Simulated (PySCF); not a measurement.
## BrF4⁺: script and output

The script input.py:

```python
from pyscf import gto, scf, solvent

mol = gto.M(
    atom='Br 0 0 -0.2861; F 0 1.6888 -0.1485; F 0 -1.6888 -0.1485; F 1.3008 0 0.7407; F -1.3008 0 0.7407',
    basis='def2-svp',
    charge=1,
    spin=0,
    symmetry=True,
    verbose=4,
)
mf = scf.RHF(mol)
mf = mf.density_fit(auxbasis='def2-universal-jkfit')
mf = solvent.PCM(mf)
mf.with_solvent.eps = 32.6
mf.kernel()
mf.analyze()
print('orbital energies (hartree):', mf.mo_energy[..., max(0, mol.nelec[1]-3):mol.nelec[0]+3].round(4))
```

```bash
$ OMP_NUM_THREADS=1 python input.py
```

Output (some set-up lines removed):

```
PySCF version 2.14.0

[INPUT] Symbol           X                Y                Z      unit          X                Y                Z       unit  Magmom
[INPUT]  1 Br     0.000000000000   0.000000000000  -0.286100000000 AA    0.000000000000   0.000000000000  -0.540650644238 Bohr   0.0
[INPUT]  2 F      0.000000000000   1.688800000000  -0.148500000000 AA    0.000000000000   3.191369479165  -0.280624329498 Bohr   0.0
[INPUT]  3 F      0.000000000000  -1.688800000000  -0.148500000000 AA    0.000000000000  -3.191369479165  -0.280624329498 Bohr   0.0
[INPUT]  4 F      1.300800000000   0.000000000000   0.740700000000 AA    2.458155742834   0.000000000000   1.399720140465 Bohr   0.0
[INPUT]  5 F     -1.300800000000   0.000000000000   0.740700000000 AA   -2.458155742834   0.000000000000   1.399720140465 Bohr   0.0

nuclear repulsion = 501.321377514269
point group symmetry = C2v
symmetry origin: [6.25477760e-18 6.25477760e-18 1.71965077e-02]
symmetry axis x: [1. 0. 0.]
symmetry axis y: [ 0. -1.  0.]
symmetry axis z: [ 0.  0. -1.]
num. orbitals of irrep A1 = 35
num. orbitals of irrep A2 = 11
num. orbitals of irrep B1 = 21
num. orbitals of irrep B2 = 21
number of shells = 36
number of NR pGTOs = 170
number of NR cGTOs = 88
basis = def2-svp
ecp = {}

******** <class 'pyscf.solvent._attach_solvent.PCMDFSymAdaptedRHF'> ********
method = PCMDFSymAdaptedRHF
initial guess = minao
damping factor = 0
level_shift factor = 0
DIIS = <class 'pyscf.scf.diis.CDIIS'>
SCF conv_tol = 1e-09
SCF max_cycles = 50
******** <class 'pyscf.solvent.pcm.PCM'> (In testing) ********

WARN: PCM is an experimental feature. It is still in testing.
Features and APIs may be changed in the future.

lebedev_order = 29 (302 grids per sphere)
eps = 32.6
frozen = False
Freeze 0 electrons in irreps []
    70 free electrons in irreps A1 A2 B1 B2
Initial guess from minao.
******** <class 'pyscf.df.df.DF'> ********
auxbasis = def2-universal-jkfit
PCM E_diel = -0.000824986470583283
Solvent Energy = -0.000824986470583283
init E= -2969.258890126
HOMO (A1) = -0.423744957849717  LUMO (B1) = -0.0478305839154212  gap/eV = 10.22915
PCM E_diel = -0.143896556463982
Solvent Energy = -0.143896556463982
cycle= 1 E= -2968.61079121771  delta_E= 0.648  |g|= 1.15  |ddm|= 2.97
HOMO (A1) = -0.673039643103151  LUMO (B1) = -0.210174652248582  gap/eV = 12.59520
PCM E_diel = -0.108032640575238
Solvent Energy = -0.108032640575238
cycle= 2 E= -2968.79733785441  delta_E= -0.187  |g|= 0.755  |ddm|= 1.76
HOMO (A1) = -0.66891623576331  LUMO (B1) = -0.104348597523611  gap/eV = 15.36267
PCM E_diel = -0.118707902116702
Solvent Energy = -0.118707902116702
cycle= 3 E= -2968.88110869946  delta_E= -0.0838  |g|= 0.0871  |ddm|= 0.53
HOMO (A1) = -0.647113966326383  LUMO (B1) = -0.0789037047204655  gap/eV = 15.46179
PCM E_diel = -0.11830647018447
Solvent Energy = -0.11830647018447
cycle= 4 E= -2968.88340572884  delta_E= -0.0023  |g|= 0.0287  |ddm|= 0.095
HOMO (A1) = -0.648289333803415  LUMO (B1) = -0.0758990913890072  gap/eV = 15.57553
PCM E_diel = -0.118139647282644
Solvent Energy = -0.118139647282644
cycle= 5 E= -2968.88401799238  delta_E= -0.000612  |g|= 0.0104  |ddm|= 0.0659
HOMO (A1) = -0.64666324687756  LUMO (B1) = -0.0750675303055726  gap/eV = 15.55391
PCM E_diel = -0.117976559652108
Solvent Energy = -0.117976559652108
cycle= 6 E= -2968.88410193955  delta_E= -8.39e-05  |g|= 0.00402  |ddm|= 0.0293
HOMO (A1) = -0.64665586621294  LUMO (B1) = -0.074766935432665  gap/eV = 15.56189
PCM E_diel = -0.117923541263803
Solvent Energy = -0.117923541263803
cycle= 7 E= -2968.88411198215  delta_E= -1e-05  |g|= 0.00131  |ddm|= 0.0122
HOMO (A1) = -0.646474566454129  LUMO (B1) = -0.0746799799804565  gap/eV = 15.55932
PCM E_diel = -0.117912348527369
Solvent Energy = -0.117912348527369
cycle= 8 E= -2968.88411257774  delta_E= -5.96e-07  |g|= 0.000316  |ddm|= 0.00287
HOMO (A1) = -0.64643821949376  LUMO (B1) = -0.074611631691444  gap/eV = 15.56019
PCM E_diel = -0.117907078456209
Solvent Energy = -0.117907078456209
cycle= 9 E= -2968.88411262351  delta_E= -4.58e-08  |g|= 6.89e-05  |ddm|= 0.000867
HOMO (A1) = -0.64643983305727  LUMO (B1) = -0.0746176830446039  gap/eV = 15.56007
PCM E_diel = -0.117906708185651
Solvent Energy = -0.117906708185651
cycle= 10 E= -2968.884112627  delta_E= -3.49e-09  |g|= 2.36e-05  |ddm|= 0.00015
HOMO (A1) = -0.646441055007643  LUMO (B1) = -0.0746181248028366  gap/eV = 15.56009
PCM E_diel = -0.117906583446217
Solvent Energy = -0.117906583446217
cycle= 11 E= -2968.88411262749  delta_E= -4.86e-10  |g|= 5.45e-06  |ddm|= 6.1e-05
HOMO (A1) = -0.646440673831846  LUMO (B1) = -0.0746177841695292  gap/eV = 15.56009
PCM E_diel = -0.117906562659963
Solvent Energy = -0.117906562659963
Extra cycle  E= -2968.88411262753  delta_E= -4.09e-11  |g|= 2.86e-06  |ddm|= 8.25e-06
converged SCF energy = -2968.88411262753
**** SCF Summaries ****
Total Energy =                       -2968.884112627526065
Nuclear Repulsion Energy =             501.321377514269159
One-electron Energy =                -5107.853191718546441
Two-electron Energy =                 1637.765608139411142
Two-electron Coulomb Energy =         1767.290641413519097
DFT Exchange-Correlation Energy =     -129.525033274107955
HOMO-LUMO gap [eV] =                    15.560093385673181
Wave-function symmetry = A1
**** MO energy ****
[24 lines left out]
MO #25 (B1 #6), energy= -0.947937015386727 occ= 2
MO #26 (A1 #13), energy= -0.932017053581816 occ= 2
MO #27 (A2 #2), energy= -0.872557786127713 occ= 2
MO #28 (B2 #7), energy= -0.831858625198607 occ= 2
MO #29 (A1 #14), energy= -0.823362541221539 occ= 2
MO #30 (B1 #7), energy= -0.82068105418875 occ= 2
MO #31 (B2 #8), energy= -0.75664160655749 occ= 2
MO #32 (B1 #8), energy= -0.753946801455249 occ= 2
MO #33 (A2 #3), energy= -0.750149707081919 occ= 2
MO #34 (A1 #15), energy= -0.747515312163818 occ= 2
MO #35 (A1 #16), energy= -0.646440673831846 occ= 2
MO #36 (B1 #9), energy= -0.0746177841695292 occ= 0
MO #37 (A1 #17), energy= -0.00737317338040544 occ= 0
MO #38 (B2 #9), energy= 0.0926176659684144 occ= 0
[50 lines left out]
 ** Mulliken pop on meta-lowdin orthogonal AOs  **
 ** Mulliken pop  **
pop of  0 Br 1s           2.00000
pop of  0 Br 2s           1.99996
pop of  0 Br 3s           1.98695
pop of  0 Br 4s           1.76110
pop of  0 Br 5s           0.01502
pop of  0 Br 2px          1.99999
pop of  0 Br 2py          1.99999
pop of  0 Br 2pz          1.99999
pop of  0 Br 3px          1.99983
pop of  0 Br 3py          1.99986
pop of  0 Br 3pz          1.99990
pop of  0 Br 4px          0.65326
[76 lines left out]
 ** Mulliken atomic charges  **
charge of    0Br =      2.45702
charge of    1F =     -0.44386
charge of    2F =     -0.44386
charge of    3F =     -0.28465
charge of    4F =     -0.28465

WARN: System has nonzero charge 1; the dipole moment is origin-dependent.
Location of origin: [0. 0. 0.]

Dipole moment(X, Y, Z, Debye):  0.00000,  0.00000, -2.33091
orbital energies (hartree): [-0.7501 -0.7475 -0.6464 -0.0746 -0.0074  0.0926]
```

In short: E(SCF) = -2968.884113 Eh, 11 cycles.

It ran on Arm Neoverse N1 (1 thread, shared host) in 16 s, peak memory 0.24 GiB.

The dipole of an ion depends on the origin.
